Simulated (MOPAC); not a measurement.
MOPAC input (PM7):

```
PM7 1SCF GEO-OK AUX(PRECISION=9) THREADS=1
C3H9BO

C     1.71048900 1   -0.96162300 1   -0.02968500 1
O     0.92219700 1    0.15135800 1    0.36996500 1
B    -0.39421000 1    0.28175900 1    0.04148100 1
C    -1.13475900 1   -0.81634000 1   -0.81910400 1
C    -1.12120500 1    1.57345300 1    0.56362100 1
H     1.31278300 1   -1.89431800 1    0.37683700 1
H     1.75648100 1   -1.04420500 1   -1.11795200 1
H     2.71668500 1   -0.80768700 1    0.35665500 1
H    -2.18145700 1   -0.57355600 1   -1.00376200 1
H    -1.10183000 1   -1.79487400 1   -0.32751800 1
H    -0.64862300 1   -0.95537500 1   -1.79090800 1
H    -1.98408300 1    1.30266600 1    1.18186000 1
H    -1.53209600 1    2.14552600 1   -0.27549200 1
H    -0.47153300 1    2.22922700 1    1.14416000 1
```

Output:

```
 *******************************************************************************
 **                                                                           **
 **                              MOPAC v23.2.5                                **
 **                                                                           **
 *******************************************************************************
 ** MOPAC's Digital Object Identifier: https://doi.org/10.5281/zenodo.6511958 **
 **                                                                           **
 ** Please cite the open-source release paper for use of this MOPAC version:  **
 ** J. E. Moussa and J. J. P. Stewart (2026)                                  **
 ** MOPAC: An open-source semiempirical molecular orbital program             **
 ** J. Open Source Softw., 11(119), 8025, https://doi.org/10.21105/joss.08025 **
 *******************************************************************************

                              PM7 CALCULATION RESULTS

 *******************************************************************************
 *  PM7        - The PM7 Hamiltonian to be used
 *  GEO-OK     - OVERRIDE INTERATOMIC DISTANCE AND OTHER SAFETY CHECKS
 *  1SCF       - DO 1 SCF AND THEN STOP
 *  AUX        - OUTPUT AUXILIARY INFORMATION
 *******************************************************************************
PM7 1SCF GEO-OK AUX(PRECISION=9) THREADS=1
 C3H9BO

   ATOM   CHEMICAL          X               Y               Z
  NUMBER   SYMBOL      (ANGSTROMS)     (ANGSTROMS)     (ANGSTROMS)

     1       C          1.71048900  *  -0.96162300  *  -0.02968500  *
     2       O          0.92219700  *   0.15135800  *   0.36996500  *
     3       B         -0.39421000  *   0.28175900  *   0.04148100  *
     4       C         -1.13475900  *  -0.81634000  *  -0.81910400  *
     5       C         -1.12120500  *   1.57345300  *   0.56362100  *
     6       H          1.31278300  *  -1.89431800  *   0.37683700  *
     7       H          1.75648100  *  -1.04420500  *  -1.11795200  *
     8       H          2.71668500  *  -0.80768700  *   0.35665500  *
     9       H         -2.18145700  *  -0.57355600  *  -1.00376200  *
    10       H         -1.10183000  *  -1.79487400  *  -0.32751800  *
    11       H         -0.64862300  *  -0.95537500  *  -1.79090800  *
    12       H         -1.98408300  *   1.30266600  *   1.18186000  *
    13       H         -1.53209600  *   2.14552600  *  -0.27549200  *
    14       H         -0.47153300  *   2.22922700  *   1.14416000  *

          CARTESIAN COORDINATES

    NO.       ATOM           X           Y           Z

     1         C          1.7105     -0.9616     -0.0297
     2         O          0.9222      0.1514      0.3700
     3         B         -0.3942      0.2818      0.0415
     4         C         -1.1348     -0.8163     -0.8191
     5         C         -1.1212      1.5735      0.5636
     6         H          1.3128     -1.8943      0.3768
     7         H          1.7565     -1.0442     -1.1180
     8         H          2.7167     -0.8077      0.3567
     9         H         -2.1815     -0.5736     -1.0038
    10         H         -1.1018     -1.7949     -0.3275
    11         H         -0.6486     -0.9554     -1.7909
    12         H         -1.9841      1.3027      1.1819
    13         H         -1.5321      2.1455     -0.2755
    14         H         -0.4715      2.2292      1.1442

 General Reference for PM7:
 "Optimization of Parameters for Semiempirical Methods VI: More Modifications to the
 NDDO Approximations and Re-optimization of Parameters", J. J. P. Stewart, J. Mol. Mod., 1:32, 19 (2013)
 https://link.springer.com/article/10.1007/s00894-012-1667-x

           Empirical Formula: C3 H9 O B  =    14 atoms

      MOLECULAR POINT GROUP   :   Cs

      RHF CALCULATION, NO. OF DOUBLY OCCUPIED LEVELS = 15

 -------------------------------------------------------------------------------
 PM7 1SCF GEO-OK AUX(PRECISION=9) THREADS=1
 C3H9BO

     1SCF WAS SPECIFIED, SO BFGS WAS NOT USED
     SCF FIELD WAS ACHIEVED

                              PM7 CALCULATION
                                                       MOPAC v23.2.5 Linux

          FINAL HEAT OF FORMATION =        -86.81111 KCAL/MOL =    -363.21769 KJ/MOL

          COSMO AREA              =        125.88 SQUARE ANGSTROMS
          COSMO VOLUME            =        112.71 CUBIC ANGSTROMS

          IONIZATION POTENTIAL    =         10.458312 EV
          HOMO LUMO ENERGIES (EV) =        -10.458  0.235
          NO. OF FILLED LEVELS    =         15
          MOLECULAR WEIGHT        =         71.9135         POINT GROUP:  Cs

          MOLECULAR DIMENSIONS (Angstroms)

            Atom       Atom       Distance
            H    12    H     8     5.21841
            H    14    H    10     4.13357
            H     6    H    11     2.37799

          SCF CALCULATIONS        =          1

   ATOM   CHEMICAL          X               Y               Z
  NUMBER   SYMBOL      (ANGSTROMS)     (ANGSTROMS)     (ANGSTROMS)

     1       C          1.71048900  *  -0.96162300  *  -0.02968500  *
     2       O          0.92219700  *   0.15135800  *   0.36996500  *
     3       B         -0.39421000  *   0.28175900  *   0.04148100  *
     4       C         -1.13475900  *  -0.81634000  *  -0.81910400  *
     5       C         -1.12120500  *   1.57345300  *   0.56362100  *
     6       H          1.31278300  *  -1.89431800  *   0.37683700  *
     7       H          1.75648100  *  -1.04420500  *  -1.11795200  *
     8       H          2.71668500  *  -0.80768700  *   0.35665500  *
     9       H         -2.18145700  *  -0.57355600  *  -1.00376200  *
    10       H         -1.10183000  *  -1.79487400  *  -0.32751800  *
    11       H         -0.64862300  *  -0.95537500  *  -1.79090800  *
    12       H         -1.98408300  *   1.30266600  *   1.18186000  *
    13       H         -1.53209600  *   2.14552600  *  -0.27549200  *
    14       H         -0.47153300  *   2.22922700  *   1.14416000  *

                             CARTESIAN COORDINATES

   1    C        1.710489000    -0.961623000    -0.029685000
   2    O        0.922197000     0.151358000     0.369965000
   3    B       -0.394210000     0.281759000     0.041481000
   4    C       -1.134759000    -0.816340000    -0.819104000
   5    C       -1.121205000     1.573453000     0.563621000
   6    H        1.312783000    -1.894318000     0.376837000
   7    H        1.756481000    -1.044205000    -1.117952000
   8    H        2.716685000    -0.807687000     0.356655000
   9    H       -2.181457000    -0.573556000    -1.003762000
  10    H       -1.101830000    -1.794874000    -0.327518000
  11    H       -0.648623000    -0.955375000    -1.790908000
  12    H       -1.984083000     1.302666000     1.181860000
  13    H       -1.532096000     2.145526000    -0.275492000
  14    H       -0.471533000     2.229227000     1.144160000

           Empirical Formula: C3 H9 O B  =    14 atoms

      MOLECULAR POINT GROUP   :   Cs

                  EIGENVALUES
 -29.44288 -24.72264 -24.66795 -23.37322 -17.07371 -15.47046 -15.36714 -13.96362
 -13.65502 -13.03955 -12.98825 -12.64987 -11.51305 -11.06850 -10.45831   0.23511
   2.04307   3.09011   4.09656   5.43558   5.44192   5.87075   5.97630   6.12684
   6.13563   6.28146   6.35083   7.32952   7.46115

              NET ATOMIC CHARGES AND DIPOLE CONTRIBUTIONS

  ATOM NO.   TYPE          CHARGE      No. of ELECS.   s-Pop       p-Pop
    1          C          -0.170518        4.1705     1.07587     3.09465
    2          O          -0.358217        6.3582     1.79646     4.56176
    3          B           0.292000        2.7080     0.72629     1.98171
    4          C          -0.544164        4.5442     1.05374     3.49043
    5          C          -0.509755        4.5098     1.04888     3.46087
    6          H           0.125103        0.8749     0.87490
    7          H           0.125029        0.8750     0.87497
    8          H           0.138463        0.8615     0.86154
    9          H           0.147885        0.8521     0.85211
   10          H           0.148590        0.8514     0.85141
   11          H           0.148469        0.8515     0.85153
   12          H           0.153235        0.8468     0.84676
   13          H           0.153286        0.8467     0.84671
   14          H           0.150594        0.8494     0.84941
 DIPOLE           X         Y         Z       TOTAL
 POINT-CHG.     0.093    -1.318    -0.730     1.509
 HYBRID         0.068    -0.073    -0.021     0.102
 SUM            0.161    -1.391    -0.751     1.589

          ATOMIC ORBITAL ELECTRON POPULATIONS

     Atom    s        px        py        pz
    1  C   1.07587   1.02951   0.94536   1.11978
    2  O   1.79646   1.43416   1.44936   1.67825
    3  B   0.72629   0.66475   0.80637   0.51060
    4  C   1.05374   1.17242   1.15878   1.15924
    5  C   1.04888   1.15715   1.14392   1.15980
    6  H   0.87490
    7  H   0.87497
    8  H   0.86154
    9  H   0.85211
   10  H   0.85141
   11  H   0.85153
   12  H   0.84676
   13  H   0.84671
   14  H   0.84941

 **********************
 *                    *
 * JOB ENDED NORMALLY *
 *                    *
 **********************

 == MOPAC DONE ==
```

The geometry given is a B3LYP-D3(BJ)/def2-TZVP minimum.
